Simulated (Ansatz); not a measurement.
Reaction (cleavage of the Si–Ge bond): `[CH3][GeH]([CH3])[SiH3]` + `C[S][Sn][OH]` → `C[S][Sn][O][SiH3]` + `[CH3][GeH2][CH3]`

Gas-phase electronic energies from Ansatz, PBE0-D4/def2-TZVP geometries. CCSD(T)/CBS adds triple-zeta CCSD(T) − MP2 to the extrapolated MP2 energy (def2 sets, frozen cores). DFT in def2-TZVPP. B3LYP here is the variant with VWN-RPA as its local correlation; programs differ in this. Elements past krypton have def2 core potentials. For Ge, Sn outer-core shells are correlated without core-valence functions, which leaves a few kJ/mol of doubt a bond. Scalar relativity is left out up to krypton. Each species was taken in one conformer, which may not be the lowest.

```json
{"level": "r2SCAN-D4", "ΔE (kcal/mol)": "-20.9", "difference from CCSD(T)/CBS": "1.4"}
{"level": "B3LYP-D4", "ΔE (kcal/mol)": "-22.3", "difference from CCSD(T)/CBS": "0.0"}
{"level": "ωB97X-V", "ΔE (kcal/mol)": "-21.8", "difference from CCSD(T)/CBS": "0.5"}
{"level": "B2PLYP", "ΔE (kcal/mol)": "-23.3", "difference from CCSD(T)/CBS": "-1.0"}
{"level": "PBE", "ΔE (kcal/mol)": "-16.8", "difference from CCSD(T)/CBS": "5.5"}
{"level": "r2SCAN", "ΔE (kcal/mol)": "-20.9", "difference from CCSD(T)/CBS": "1.4"}
{"level": "PBE0", "ΔE (kcal/mol)": "-18.9", "difference from CCSD(T)/CBS": "3.4"}
{"level": "B3LYP", "ΔE (kcal/mol)": "-22.4", "difference from CCSD(T)/CBS": "-0.1"}
{"level": "HF/def2-TZVPP", "ΔE (kcal/mol)": "-28.8", "difference from CCSD(T)/CBS": "-6.5"}
{"level": "SCS-MP2/def2-TZVPP", "ΔE (kcal/mol)": "-24.7", "difference from CCSD(T)/CBS": "-2.4"}
{"level": "CCSD/def2-TZVPP", "ΔE (kcal/mol)": "-23.1", "difference from CCSD(T)/CBS": "-0.8"}
{"level": "CCSD(T)/def2-TZVPP", "ΔE (kcal/mol)": "-22.4", "difference from CCSD(T)/CBS": "-0.1"}
{"level": "HF/def2-QZVPP", "ΔE (kcal/mol)": "-29.4", "difference from CCSD(T)/CBS": "-7.1"}
{"level": "MP2/def2-QZVPP", "ΔE (kcal/mol)": "-23.7", "difference from CCSD(T)/CBS": "-1.4"}
{"level": "SCS-MP2/def2-QZVPP", "ΔE (kcal/mol)": "-24.9", "difference from CCSD(T)/CBS": "-2.6"}
{"level": "MP2/CBS(def2)", "ΔE (kcal/mol)": "-23.4", "difference from CCSD(T)/CBS": "-1.1"}
{"level": "CCSD(T)/CBS", "ΔE (kcal/mol)": "-22.3", "difference from CCSD(T)/CBS": "0"}
```

Largest T1 diagnostic among the species: 0.016.

From PBE to PBE0 (25 % exact exchange), in def2-TZVPP and without D4, ΔE moves by −2.0 kcal/mol. In def2-TZVPP, CCSD(T) changes the Hartree–Fock value by +6.4 kcal/mol (the triples alone add +0.7 kcal/mol) and MP2 by +5.3 kcal/mol.
